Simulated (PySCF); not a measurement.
## Dipole response of Co⁺ (cobalt, charge +1)

[Ar] 3d8, high-spin 3F determinant. Calculation: PySCF 2.14, in aug-cc-pVQZ (9s8p6d4f3g2h, 140 functions); the non-relativistic Hamiltonian (point nucleus). Coupled (time-dependent) response in atomic units; α is the mean over directions.

```
 method  mean α (bohr³)  C₆ (like pair)  S(−4)
r2SCANh           9.138           32.48  79.70
```

S(−4) is the Cauchy moment in α(ω) = α(0) + S(−4) ω² + …

α(iu) at r2SCANh:

```tsv
u (hartree)	α(iu) (bohr³)
0	9.138
0.0500	8.946
0.100	8.442
0.200	7.096
0.300	5.904
0.500	4.333
0.750	3.212
1.00	2.517
1.50	1.706
2.00	1.254
3.00	0.7724
5.00	0.3850
```

A single London oscillator, α(iu) = α/(1 + u²/ω²), gives C₆ = (3/4) ω α². Matching the computed C₆ needs ω = 4 × 32.48 / (3 × 9.138²) = 0.519 hartree.

For an ion, C₆ is the dispersion term alone; charge-induced terms of lower order in 1/R come first.
